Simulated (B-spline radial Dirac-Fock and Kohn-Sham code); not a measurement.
**Photoionisation of palladium ions at Cu Kα (8047.8 eV)**

Model: independent-particle photoionisation in a Dirac-Hartree-Slater potential with a Latter tail, all multipoles, thresholds from Dirac-Fock ΔSCF. Program: a B-spline atomic structure program. Cross sections in kb; a dash marks an empty subshell or a threshold above the photon energy.

```
 ion  configuration  total    3s  3d3/2  4p3/2   4d3/2   4d5/2
  Pd      [Kr] 4d10  34.78  1.66  0.283  0.304  0.0266  0.0363
Pd⁴⁺       [Kr] 4d6  34.84  1.66  0.284  0.328  0.0223  0.0310
Pd⁶⁺       [Kr] 4d4  34.88  1.67  0.285  0.348  0.0172  0.0240
```

Values without a named source are computed, but for edge energies of neutral atoms, which are taken from tables.
